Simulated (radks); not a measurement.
Spin polarisation of the 4d5 shell in neutral molybdenum. Start: [Kr] 4d(up 2.5, down 2.5) 5s(up 0.5, down 0.5); electrons of 4d are moved from spin down to spin up, other shells keep equal spins. Method: scalar-relativistic Kohn-Sham, PBE, spin-polarised, spherical densities, finite nucleus; Fermi nuclear charge, rms radius of each element as measured or else 0.836 A^(1/3) + 0.57 fm; computed with a radial shooting solver on a logarithmic mesh with Libxc functionals.

moment (Bohr magnetons) = 0: E - E(0) (eV) 0.000; e(4d up) (eV) -3.753; e(4d down) (eV) -3.753; 5s down minus up (eV) 0.000
moment (Bohr magnetons) = 1: E - E(0) (eV) -0.147; e(4d up) (eV) -4.027; e(4d down) (eV) -3.437; 5s down minus up (eV) 0.293
moment (Bohr magnetons) = 2: E - E(0) (eV) -0.589; e(4d up) (eV) -4.257; e(4d down) (eV) -3.078; 5s down minus up (eV) 0.590
moment (Bohr magnetons) = 3: E - E(0) (eV) -1.326; e(4d up) (eV) -4.442; e(4d down) (eV) -2.674; 5s down minus up (eV) 0.892
moment (Bohr magnetons) = 4: E - E(0) (eV) -2.356; e(4d up) (eV) -4.570; e(4d down) (eV) -2.221; 5s down minus up (eV) 1.200
moment (Bohr magnetons) = 5: E - E(0) (eV) -3.671; e(4d up) (eV) -4.623; e(4d down) (eV) -1.717; 5s down minus up (eV) 1.508

At moment 5 the spin-polarisation energy is -3.671 eV and the 4d exchange splitting 2.905 eV, that is 0.581 eV per Bohr magneton; E = -I m^2/4 would give I = 0.587 eV.
